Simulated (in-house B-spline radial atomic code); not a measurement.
The numbers below are computed, except where a source is named.
Weak and strong correlation along the adiabatic connection

Two-electron singlets in several external potentials (atomic units), by full CI in B-splines with partial waves to l = 8 (correlation energies up to 0.6 % small). The repulsion is scaled by λ at fixed density; W(λ) is the mean repulsion less the Hartree energy, W(0) = E_x, and the area under W from 0 to 1 is E_xc.

Relative drop (W(λ) − E_x)/E_x:

| system | λ = 0.12 | λ = 0.25 | λ = 0.4 | λ = 0.6 | λ = 0.8 | λ = 1 |
| --- | --- | --- | --- | --- | --- | --- |
| −Z/r, Z = 3.24, wall at 2.18 bohr | 0.0061 | 0.0126 | 0.0198 | 0.0289 | 0.0377 | 0.0460 |
| −Z/r, Z = 0.5, wall at 4 bohr | 0.0243 | 0.0475 | 0.0708 | 0.0972 | 0.1193 | 0.1380 |
| −V exp(−r²/w²), V = 12.8, w = 2.02 | 0.0102 | 0.0207 | 0.0322 | 0.0465 | 0.0596 | 0.0718 |
| −Z exp(−kr)/r, Z = 7.92, k = 3.01 | 0.0027 | 0.0056 | 0.0089 | 0.0132 | 0.0175 | 0.0216 |
| ω²r²/2, ω = 0.921 | 0.0162 | 0.0324 | 0.0495 | 0.0699 | 0.0880 | 0.1041 |
| ω²r²/2 − Z/r, ω = 0.0163, Z = 1 | 0.0343 | 0.0656 | 0.0959 | 0.1287 | 0.1551 | 0.1768 |
| ω²r²/2 − Z/r, ω = 0.0632, Z = 0.3 | 0.0496 | 0.0906 | 0.1268 | 0.1627 | 0.1895 | 0.2104 |

(1) Order the systems by how far second-order (GL2) theory, half the initial slope (estimated from the first points of each curve), overshoots the correlation energy, least first.
A. −V exp(−r²/w²), V = 12.8, w = 2.02
B. −Z/r, Z = 0.5, wall at 4 bohr
C. ω²r²/2, ω = 0.921
D. −Z exp(−kr)/r, Z = 7.92, k = 3.01
E. ω²r²/2 − Z/r, ω = 0.0632, Z = 0.3
F. −Z/r, Z = 3.24, wall at 2.18 bohr
G. ω²r²/2 − Z/r, ω = 0.0163, Z = 1

(2) What else changes along this order?

## Answers

(1) D (GL2/E_c = 1.03), F (GL2/E_c = 1.08), A (GL2/E_c = 1.14), C (GL2/E_c = 1.23), B (GL2/E_c = 1.36), G (GL2/E_c = 1.47), E (GL2/E_c = 1.77).

(2) The ratio follows the bend of the curve. With it the leading natural occupation goes from 1.999 to 1.835 and −T_c/E_c from 0.96 to 0.58 between the first and the last.
